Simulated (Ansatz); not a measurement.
One geometry of closo-1-SB4 (no H on S) (B₄H₄S), several levels of theory.

```yaml
crystal:
  periodic: [false, false, false]
  atoms:
    - {symbol: B, position_ang: [0.253264, 0.804068, 0.705042]}
    - {symbol: B, position_ang: [0.806485, -0.706935, -0.239931]}
    - {symbol: S, position_ang: [1.056389, 0.999827, -0.980282]}
    - {symbol: B, position_ang: [-0.624702, -0.591254, 0.579697]}
    - {symbol: B, position_ang: [-0.667913, 0.273696, -0.828669]}
    - {symbol: H, position_ang: [0.432413, 1.600058, 1.582232]}
    - {symbol: H, position_ang: [1.599700, -1.588117, -0.411651]}
    - {symbol: H, position_ang: [-1.344310, -1.272301, 1.247367]}
    - {symbol: H, position_ang: [-1.511316, 0.480957, -1.653816]}
basis:
  gaussian: {orbitals: def2-TZVP, initial_orbitals: start.molden}
hamiltonian: {xc: {name: LC-wPBE, parameters: {omega: 0.1/bohr}}}
scf: {omitted_lower_state_checks: [starts]}
output: {orbitals: {seedname: orbitals}}
```

The file start.molden holds the orbitals of an earlier run on this structure, at another level or in another basis.

```sh
$ ansatz run in.yaml --threads 4 --pin off --events-out ev --progress --plain --max-ram 3916MiB
```

Shortened log:

```
Functional definition: LC-wPBE
1113 factors; their error is unknown
84 factors; integrals over basis functions are off by at most 2.2e-7 eV
mean field evaluation 1: about -13599.5495 eV, gradient 9.9e0 eV
mean field evaluation 2: about -13599.6284 eV, gradient 9.2e-2 eV
mean field evaluation 4: about -13599.6092 eV, gradient 2.2e-4 eV
mean field -13599.60923876 eV, -499.7764213783 hartree, gradient 1.3e-5 eV, S^2 0.000000; 0 other end points of the search recorded, 0 dependent functions left out
reference -13599.60923892 eV, -499.7764213841 hartree; 20, 20 occupied and 165, 165 virtual orbitals, 1113 factors
Total energy: -13599.60923892 eV, -499.7764213841 hartree
Checks for a lower state left out: starts
```

Hardware: 4 threads of Intel Xeon on a shared host. Wall time 6 s.

The first input with `gaussian: {orbitals: def2-SVP, initial_orbitals: start.molden}`, `hamiltonian: {xc: pbe, dispersion: d4}` (abridged; 2.3 s):

```
Functional definition: PBE
mean field -13591.36888412 eV, -499.4735939307 hartree, gradient 2.5e-5 eV, S^2 0.000000
Total energy: -13591.59651866 eV, -499.4819593459 hartree
Checks for a lower state left out: starts
```

Geometry: PBE0-D4/def2-SVP.
